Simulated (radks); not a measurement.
Question: Radial electron density D(r) = 4 pi r^2 rho(r) of an atom or ion with 52 electrons. All-electron calculation, scalar-relativistic Kohn-Sham, SCAN, spin-unpolarised, spherical densities, finite nucleus; meta-GGA in the generalised Kohn-Sham scheme; Fermi nuclear charge, rms radius of each element as measured or else 0.836 A^(1/3) + 0.57 fm. Program: a radial shooting solver on a logarithmic mesh with Libxc functionals.

```
   r/bohr * D(r) (the largest magnitude, 88.9, reaches the edge; | marks zero)
 0.003906 |          *
 0.004511 |            *
  0.00521 |               *
 0.005969 |                  *
 0.006893 |                      *
 0.007961 |                          *
 0.009121 |                             *
  0.01053 |                                 *
  0.01216 |                                    *
  0.01405 |                                       *
   0.0161 |                                         *
  0.01859 |                                          *
  0.02147 |                                         *
  0.02459 |                                        *
   0.0284 |                                      *
   0.0328 |                                     *
  0.03788 |                                    *
   0.0434 |                                     *
  0.05013 |                                        *
  0.05789 |                                             *
  0.06632 |                                                  *
   0.0766 |                                                     *
  0.08846 |                                                      *
   0.1022 |                                                   *
    0.117 |                                              *
   0.1352 |                                         *
   0.1561 |                                      *
   0.1788 |                                       *
   0.2065 |                                           *
   0.2385 |                                             *
   0.2755 |                                           *
   0.3156 |                                    *
   0.3645 |                          *
    0.421 |                  *
   0.4823 |              *
    0.557 |              *
   0.6433 |                *
   0.7429 |                *
   0.8511 |             *
   0.9829 |          *
    1.135 |      *
    1.301 |    *
    1.502 |   *
    1.735 |  *
    2.003 |  *
    2.295 | *
    2.651 |*
    3.061 |*
    3.507 *
     4.05 *
    4.678 *
    5.402 *
    6.189 *
    7.148 *
```

What is the nuclear charge?

Answer: Z = 53. The innermost maximum, from 1s, lies near gamma/Z bohr with gamma = sqrt(1 - (Z/c)^2) = 0.922, here 0.0174 bohr (found: 0.0190), and its height grows with Z. The density is that of the iodine ion I+ in [Kr] 4d9 5s1.5 5p5.5; the configuration itself is not fixed sharply by these data, and Z only to a few units. D(r) has 4 maxima, at r = 0.0190, 0.0843, 0.242, 0.691 bohr, and minima at 0.0370, 0.160, 0.510 bohr, inside which lie 1.98, 11.20, 28.95 electrons.
